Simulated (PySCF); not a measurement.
## Computed properties of Mo(NH)2(F)(Me) (CH₅FMoN₂), SMILES [NH]=[Mo]([F])(=[NH])[CH3], multiplicity 1

CH5FMoN2, SMILES [CH3][Mo](=[NH])(=[NH])[F], multiplicity 1. Geometry optimised at PBE0-D3(BJ)/def2-SVP. The multiplicity is an assumed one; no other spin state was optimised. The structure was generated by enumeration; whether it is a known compound was not checked. The def2 effective core potentials stand for the cores of Mo; spin–orbit coupling is left out. The values are those of a single conformer. All values are computed for the isolated molecule unless a solvent is named; none is compared with measurement here.

**Structure.** The optimised structure has Cs symmetry. All 24 harmonic modes at PBE0-D3(BJ)/def2-SVP (PySCF) are real, so it is a minimum. With heavy atoms numbered as in [Mo:1](=[NH:2])(=[NH:4])([F:6])[CH3:7], the shortest bond between them is Mo1–N2 at 1.717 Å and the longest Mo1–C7 at 2.101 Å.

**Vibrations.** The strongest infrared lines (harmonic, unscaled, degenerate partners summed) lie at 398 cm⁻¹ (261 km/mol, H 85 %, N 14 %), 722 cm⁻¹ (202 km/mol, F 42 %, H 26 %, Mo 17 %, N 12 %), 3634 cm⁻¹ (168 km/mol, H 92 %). The softest mode is at 160 cm⁻¹ and the zero-point energy is 41.6 kcal/mol.

**Electronic structure.** CAM-B3LYP/def2-TZVP (PySCF) places the frontier levels at -9.38 and -0.84 eV, a gap of 8.54 eV, and gives a dipole moment of 2.57 D and a mean polarisability of 65.8 bohr³. PBE/def2-TZVP (PySCF) at the same geometry gives -6.67 and -2.72 eV, so its gap is 4.59 eV narrower. An orbital gap is neither the optical nor the fundamental gap.

**Excitations.** TDA-CAM-B3LYP/def2-SVPD (PySCF) has S1 at 4.43 eV (280 nm, f = 0.012, weak); the most intense of the 10 singlets computed lies at 5.36 eV (f = 0.02). T1 (TDA) is at 3.79 eV, 0.64 eV under S1. TDA-PBE/def2-SVPD (PySCF) puts S1 at 4.19 eV. No vertical singlet excitation falls in the visible range (under 3.1 eV).
